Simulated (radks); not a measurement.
Valence configurations of Lu IV (all share [Xe]). Calculated with a radial shooting solver on a logarithmic mesh with Libxc functionals: Dirac Kohn-Sham, PBE, spin-unpolarised, spherical densities, finite nucleus; open shells fill j = l - 1/2 first; Fermi nuclear charge, rms radius 5.37 fm. Energies are relative to 4f14; eigenvalues in eV.

valence,E (eV),e(4f5/2),e(4f7/2),e(5d3/2),e(6p1/2),e(6s1/2)
4f14,0.000,-36.999,-35.470,-,-,-
4f13.5 5d0.5,5.680,-40.692,-39.126,-26.419,-,-
4f13.5 6s0.5,6.423,-42.322,-40.755,-,-,-25.844
4f13 5d1,12.741,-44.567,-42.962,-27.394,-,-
4f13 5d0.5 6s0.5,13.746,-46.240,-44.634,-28.532,-,-26.303
4f13 6s1,14.971,-47.959,-46.351,-,-,-27.026
4f13 6p1,20.844,-49.039,-47.430,-,-21.751,-
4f12.5 5d0.5 6s1,24.059,-52.081,-50.435,-30.712,-,-27.470
4f12 6s2,39.032,-60.058,-58.369,-,-,-29.384
4f12 6p2,51.773,-62.135,-60.446,-,-24.070,-

NIST lists [Xe] 4f14 as the ground configuration; this level of theory agrees among the configurations tried. The energies are those of spherical spin-averaged densities, not of single terms.
